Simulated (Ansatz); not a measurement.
Program: Ansatz 0.2.0.

Basis-set series for BrGeHS (`[SH][Ge][Br]`). Charge 0, multiplicity 1. Geometry: relaxed with PBE0-D4/def2-TZVP. It is one conformer, not always the lowest.

```xyz
4

S    -0.0737   -0.3839    1.4399
Ge   -1.1588    0.7705   -0.1398
Br    0.2871    0.4078   -1.9666
H     0.9454   -0.7944    0.6666
```

| functional | basis | functions | energy (Eh) | HOMO (eV) | LUMO (eV) |
| --- | --- | --- | --- | --- | --- |
| PBE0-D4 | def2-SVP | 87 | -5048.63189 | -7.43 | -2.70 |
| PBE0-D4 | def2-QZVPP | 278 | -5049.45480 | -7.52 | -2.82 |
| ωB97M-V | def2-SVP | 87 | -5049.04990 | -9.43 | -0.77 |
| ωB97M-V | def2-QZVPP | 278 | -5049.86561 | -9.56 | -0.96 |

(1) Give the rows for def2-TZVPP. (Best estimate.)

Results:

(1) The calculation gave: 
```csv
functional,basis,functions,energy (Eh),HOMO (eV),LUMO (eV)
PBE0-D4,def2-TZVPP,152,-5049.34535,-7.50,-2.79
ωB97M-V,def2-TZVPP,152,-5049.75985,-9.53,-0.88
```

Scalar relativity is left out up to krypton.
